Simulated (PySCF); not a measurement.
# Computed records: AlGeH8NSi, GeH6NSi, GeH7NSi, ClGeH7Si2 and others

Calculation on a computer-drawn molecule: the log of a Hartree-Fock and frozen-core CCSD(T) single point meant for a local Hartree-Fock minimum, with one planted fault or none, to be diagnosed. Offsets are logged minus clean, where the clean run is the same molecule without the fault. The reference is restricted for singlets and unrestricted otherwise, and also for a bond in bohr or an excited solution. Adding or removing an electron swaps singlet and doublet. The excited solution moves the top pair (singlet) or top alpha electron (doublet) to the lowest empty orbital. Highest occupied and lowest empty are orbital energies over both spins, largest force is the largest gradient component, triples share is (T) over the correlation energy, the T1 limit is 0.02 restricted and 0.045 unrestricted, electrons count all cores, a negative frequency is imaginary (commonest isotopes), and the dipole is about the centre of nuclear charge; on germanium a core potential holds 10 electrons, which the energies leave out, and 3d is frozen in MP2 and coupled-cluster steps. Program: PySCF 2.14.0.

Common to all runs: meant charge 0; meant basis cc-pV(D+d)Z; meant basis and core potential on germanium cc-pVDZ-PP ECP10MDF; logged SCF converged yes; logged CC converged yes; logged SCF stable within its kind yes; possible faults no fault, one electron removed, one electron added, multiplicity raised by two, geometry at a saddle point, SCF held on an excited solution, minimal basis STO-3G, one bond length entered in bohr, all coordinates scaled.

(1) 
```xyz
12
formula=AlGeH8NSi meant_multiplicity=1 logged_electrons=74 logged_basis_functions=123 logged_spin_squared=0 logged_highest_occupied=-9.9244 logged_lowest_empty=1.3408 logged_largest_force=0.02082 logged_T1_diagnostic=0.014379 logged_D1_diagnostic=0.047076 logged_triples_share=0.026469 logged_dipole_magnitude=1.4806 logged_energy_HF=-883.3865 logged_energy_CCSD(T)=-883.90854 planted_fault=all_coordinates_scaled,by_+3.3_% HF_energy_offset_from_clean_run=6.762 CCSD(T)_energy_offset_from_clean_run=3.791
Si     1.0815    -0.3454     1.4324
N      0.5951     1.3109     0.9595
Al    -0.9965     2.2383     1.0824
Ge    -3.0908     1.1343     2.1228
H      2.2091    -0.3397     2.4702
H     -0.1403    -1.0401     2.0352
H      1.5742    -1.1620     0.2330
H      1.3727     1.8540     0.5266
H     -0.9874     3.7649     0.5026
H     -4.3223     2.1373     2.1536
H     -3.5561    -0.1476     1.3087
H     -2.8375     0.6625     3.6179
```

Units: logged_highest_occupied, logged_lowest_empty in eV; logged_largest_force in hartree/bohr; logged_dipole_magnitude in debye; logged_energy_HF, logged_energy_CCSD(T) in hartree; HF_energy_offset_from_clean_run, CCSD(T)_energy_offset_from_clean_run in kcal/mol.

Drawn bonds:
```
atom  other atom  order
   1           2      1
   2           3      1
   3           4      1
   1           5      1
   1           6      1
   1           7      1
   2           8      1
   3           9      1
   4          10      1
   4          11      1
   4          12      1
```

(2) 
```xyz
9
formula=GeH6NSi meant_multiplicity=2 logged_electrons=60 logged_basis_functions=90 logged_spin_squared=0 logged_highest_occupied=-0.34975 logged_lowest_empty=8.0965 logged_largest_force=0.070844 logged_T1_diagnostic=0.01273 logged_D1_diagnostic=0.035168 logged_triples_share=0.025509 logged_dipole_magnitude=3.9753 logged_energy_HF=-640.23037 logged_energy_CCSD(T)=-640.67331 planted_fault=one_electron_added HF_energy_offset_from_clean_run=12.65 CCSD(T)_energy_offset_from_clean_run=-3.799
Si     1.5221     0.1793     1.2923
N      0.9950    -0.7952    -0.0340
Ge    -0.6024    -0.7535    -0.9598
H      0.3318     0.8615     1.8466
H      2.5149     1.2096     0.8968
H      2.1527    -0.6509     2.3467
H      1.7057    -1.3409    -0.4915
H     -0.8076    -2.1431    -1.5934
H     -1.7201    -0.4278     0.0443
```

Units: logged_highest_occupied, logged_lowest_empty in eV; logged_largest_force in hartree/bohr; logged_dipole_magnitude in debye; logged_energy_HF, logged_energy_CCSD(T) in hartree; HF_energy_offset_from_clean_run, CCSD(T)_energy_offset_from_clean_run in kcal/mol.

Drawn bonds:
```
atom  other atom  order
   1           2      1
   2           3      1
   1           4      1
   1           5      1
   1           6      1
   2           7      1
   3           8      1
   3           9      1
```

(3) 
```xyz
10
formula=GeH7NSi meant_multiplicity=1 logged_electrons=60 logged_basis_functions=95 logged_spin_squared=1.0098 logged_highest_occupied=-8.2769 logged_lowest_empty=1.6173 logged_largest_force=0.01874 logged_T1_diagnostic=0.014704 logged_D1_diagnostic=0.061746 logged_triples_share=0.020412 logged_dipole_magnitude=2.083 logged_energy_HF=-640.75461 logged_energy_CCSD(T)=-641.15957 planted_fault=one_bond_length_entered_in_bohr,row_2_of_the_drawn_bonds HF_energy_offset_from_clean_run=64.81 CCSD(T)_energy_offset_from_clean_run=87.02
Si    -0.1309    -0.7098    -1.1779
N     -0.6521    -1.5500     0.2352
Ge     1.2026    -2.9559     2.8309
H     -1.0289     0.4355    -1.4636
H     -0.1096    -1.5563    -2.3984
H      1.2437    -0.2171    -0.9367
H     -1.6265    -1.7986     0.2588
H      1.4208    -4.4591     2.6140
H      0.4345    -2.7518     4.1400
H      2.5507    -2.2393     2.8735
```

Units: logged_highest_occupied, logged_lowest_empty in eV; logged_largest_force in hartree/bohr; logged_dipole_magnitude in debye; logged_energy_HF, logged_energy_CCSD(T) in hartree; HF_energy_offset_from_clean_run, CCSD(T)_energy_offset_from_clean_run in kcal/mol.

Drawn bonds:
```
atom  other atom  order
   1           2      1
   2           3      1
   1           4      1
   1           5      1
   1           6      1
   2           7      1
   3           8      1
   3           9      1
   3          10      1
```

(4) 
```xyz
11
formula=ClGeH7Si2 meant_multiplicity=1 logged_electrons=84 logged_basis_functions=127 logged_spin_squared=0 logged_highest_occupied=-10.041 logged_lowest_empty=1.5548 logged_largest_force=0.041432 logged_T1_diagnostic=0.012873 logged_D1_diagnostic=0.031724 logged_triples_share=0.028867 logged_dipole_magnitude=2.7698 logged_energy_HF=-1334.80161 logged_energy_CCSD(T)=-1335.33719 planted_fault=all_coordinates_scaled,by_+9.8_% HF_energy_offset_from_clean_run=45.88 CCSD(T)_energy_offset_from_clean_run=39.71
Si    -1.5917     0.3975     1.6402
Si    -0.4286     0.6821    -0.6628
Cl    -1.7337    -0.3675    -2.2451
Ge     1.9952    -0.3618    -0.7855
H     -1.6845    -1.1833     2.0090
H     -0.7136     1.1612     2.7793
H     -3.0858     1.0361     1.5913
H     -0.3715     2.2513    -1.0793
H      2.6269    -0.1764    -2.3316
H      1.9356    -1.9974    -0.4016
H      3.0020     0.4173     0.3172
```

Units: logged_highest_occupied, logged_lowest_empty in eV; logged_largest_force in hartree/bohr; logged_dipole_magnitude in debye; logged_energy_HF, logged_energy_CCSD(T) in hartree; HF_energy_offset_from_clean_run, CCSD(T)_energy_offset_from_clean_run in kcal/mol.

Drawn bonds:
```
atom  other atom  order
   1           2      1
   2           3      1
   2           4      1
   1           5      1
   1           6      1
   1           7      1
   2           8      1
   4           9      1
   4          10      1
   4          11      1
```

(5) 
```xyz
9
formula=CH6GeSi meant_multiplicity=1 logged_electrons=58 logged_basis_functions=90 logged_spin_squared=2.0046 logged_highest_occupied=-7.7129 logged_lowest_empty=0.38075 logged_largest_force=0.037796 logged_T1_diagnostic=0.014646 logged_D1_diagnostic=0.058851 logged_triples_share=0.028482 logged_dipole_magnitude=0.9163 logged_energy_HF=-623.57851 logged_energy_CCSD(T)=-623.95512 planted_fault=multiplicity_raised_by_two HF_energy_offset_from_clean_run=17.27 CCSD(T)_energy_offset_from_clean_run=31.2
Si     1.4163     0.1465    -2.9148
C      0.3557    -0.6074    -1.5370
Ge    -0.3493     0.7710    -0.2930
H      0.2726     0.8424    -3.6370
H     -0.5355    -1.1054    -1.9357
H      0.9236    -1.3264    -0.9413
H     -1.6327     1.3757    -0.8670
H     -0.6410     0.1353     1.0694
H      0.6719     1.9013    -0.0894
```

Units: logged_highest_occupied, logged_lowest_empty in eV; logged_largest_force in hartree/bohr; logged_dipole_magnitude in debye; logged_energy_HF, logged_energy_CCSD(T) in hartree; HF_energy_offset_from_clean_run, CCSD(T)_energy_offset_from_clean_run in kcal/mol.

Drawn bonds:
```
atom  other atom  order
   1           2      1
   2           3      1
   1           4      1
   2           5      1
   2           6      1
   3           7      1
   3           8      1
   3           9      1
```

(6) 
```xyz
7
formula=CH4GeSi meant_multiplicity=1 logged_electrons=56 logged_basis_functions=80 logged_spin_squared=0 logged_highest_occupied=-8.0789 logged_lowest_empty=0.46536 logged_largest_force=3.494e-05 logged_lowest_frequency=169.18 logged_T1_diagnostic=0.015683 logged_D1_diagnostic=0.042242 logged_triples_share=0.03856 logged_dipole_magnitude=3.7043 logged_energy_HF=-622.40115 logged_energy_CCSD(T)=-622.77478 planted_fault=no_fault HF_energy_offset_from_clean_run=0 CCSD(T)_energy_offset_from_clean_run=0
Si    -1.3387    -1.4937     1.8953
C     -0.2590    -1.0607     0.4663
Ge    -0.7890    -1.2005    -1.2320
H     -2.5558    -1.9084     1.0736
H      0.7536    -0.6999     0.6294
H     -2.1710    -1.6878    -1.6278
H      0.0723    -0.8523    -2.4463
```

Units: logged_highest_occupied, logged_lowest_empty in eV; logged_largest_force in hartree/bohr; logged_lowest_frequency in cm⁻¹; logged_dipole_magnitude in debye; logged_energy_HF, logged_energy_CCSD(T) in hartree; HF_energy_offset_from_clean_run, CCSD(T)_energy_offset_from_clean_run in kcal/mol.

Drawn bonds:
```
atom  other atom  order
   1           2      1
   2           3      2
   1           4      1
   2           5      1
   3           6      1
   3           7      1
```

(7) 
```xyz
9
formula=GeH6Si2 meant_multiplicity=1 logged_electrons=66 logged_basis_functions=99 logged_spin_squared=0.9972 logged_highest_occupied=-8.0688 logged_lowest_empty=0.048817 logged_largest_force=0.0087778 logged_T1_diagnostic=0.019034 logged_D1_diagnostic=0.069223 logged_triples_share=0.022882 logged_dipole_magnitude=0.58713 logged_energy_HF=-874.60817 logged_energy_CCSD(T)=-874.94172 planted_fault=one_bond_length_entered_in_bohr,row_1_of_the_drawn_bonds HF_energy_offset_from_clean_run=39.22 CCSD(T)_energy_offset_from_clean_run=56.49
Si    -0.4852     2.1082     0.2209
Si     0.7507    -1.9471    -1.4422
Ge     2.6475    -2.7946    -0.2039
H     -0.9962     1.4764     1.5004
H     -0.3500    -2.9407    -1.3263
H      1.1427    -1.8694    -2.8731
H      3.7882    -1.7669    -0.1882
H      3.1761    -4.0864    -0.8382
H      2.2532    -3.0865     1.2490
```

Units: logged_highest_occupied, logged_lowest_empty in eV; logged_largest_force in hartree/bohr; logged_dipole_magnitude in debye; logged_energy_HF, logged_energy_CCSD(T) in hartree; HF_energy_offset_from_clean_run, CCSD(T)_energy_offset_from_clean_run in kcal/mol.

Drawn bonds:
```
atom  other atom  order
   1           2      1
   2           3      1
   1           4      1
   2           5      1
   2           6      1
   3           7      1
   3           8      1
   3           9      1
```
